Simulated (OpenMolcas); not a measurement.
# Bi4+: effect of the basis set

```
Program             : OpenMolcas 26.06
Method              : CASSCF
Active space        : 1 electron in 4 orbitals (6s 6p)
State averaging     : 2S+1 = 2 even, 1 root; 2S+1 = 2 odd, 3 roots
Spin-orbit coupling : RASSI with atomic mean-field integrals over the reference wave functions, term energies averaged over their components
```

A. ANO-R1 [7s6p4d2f], X2C, finite nucleus; cost of the order of 8 core-seconds
B. ANO-RCC-VDZP [7s6p4d2f1g], DKH2, point nucleus; cost of the order of 6 core-seconds
C. ANO-R2 [8s7p5d3f1g], X2C, finite nucleus; cost roughly 13 core-seconds
D. ANO-RCC-VTZP [8s7p5d3f2g], DKH2, point nucleus; cost roughly 15 core-seconds
E. ANO-R3 [9s8p6d3f2g1h], X2C, finite nucleus; cost about 16 core-seconds
F. ANO-RCC-VQZP [9s8p6d4f3g], DKH2, point nucleus; cost about 21 core-seconds

Energies in cm⁻¹ above 6s ²S_1/2, the measured ground level; measured values from Moore, Atomic Energy Levels, vol. III, NSRDS-NBS 35 (1971 reprint of NBS Circular 467, 1958).

```tsv
Level	A	B	C	D	E	F	Measured
6s ²S_1/2	0.0	0.0	0.0	0.0	0.0	0.0	0.0
6p ²P°_1/2	85040	88006	88520	89534	89402	90140	
6p ²P°_3/2	112196	113797	110951	113472	111731	111531	115674
```

Among A to F the level of the table that moves most is 6p ²P°_1/2, by 5100 cm-1 (lowest in A, highest in F).

Spin-orbit splittings of 6p shells tend to come out small when the coupling is added on scalar orbitals. With one active electron the reference holds no correlation, so core polarisation is missing. The basis is small and was not contracted for so high a charge (holds for A; B). Levels of configurations outside the active space are missing.

° marks odd parity.
